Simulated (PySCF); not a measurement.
Sn(Me)(Cl)3 (CH₃Cl₃Sn), SMILES [CH3][Sn]([Cl])([Cl])[Cl].

Coordinates come from a B3LYP-D3(BJ)/def2-SVP optimisation. The isomer is the one that the SMILES or the coordinates give; other isomers of the formula were not compared. The def2 effective core potentials stand for the cores of Sn; spin–orbit coupling is left out.

Two levels are set side by side: PBE/def2-TZVP (PySCF) and r2SCAN/def2-TZVP (PySCF). Same geometry, gas phase. Differences are taken from unrounded values.

```
quantity                     r2SCAN
---------------------------  ------
orbital gap (eV)               4.95
highest occupied level (eV)   -8.12
lowest empty level (eV)       -3.17
dipole moment (D)              3.58
mean polarisability (bohr³)    88.1
```

### Question
What does PBE give, and how far is it from r2SCAN? (Estimate from the structure and the level; the computed values follow.)

### Answer

| quantity | PBE | PBE minus r2SCAN |
|---|---|---|
| orbital gap (eV) | 4.39 | -0.56 |
| highest occupied level (eV) | -7.73 | 0.39 |
| lowest empty level (eV) | -3.34 | -0.17 |
| dipole moment (D) | 3.45 | -0.13 |
| mean polarisability (bohr³) | 90.7 | 2.5 |

Rough cost on one machine, each run with all the roots and properties that it gave: r2SCAN against PBE about 3 times.
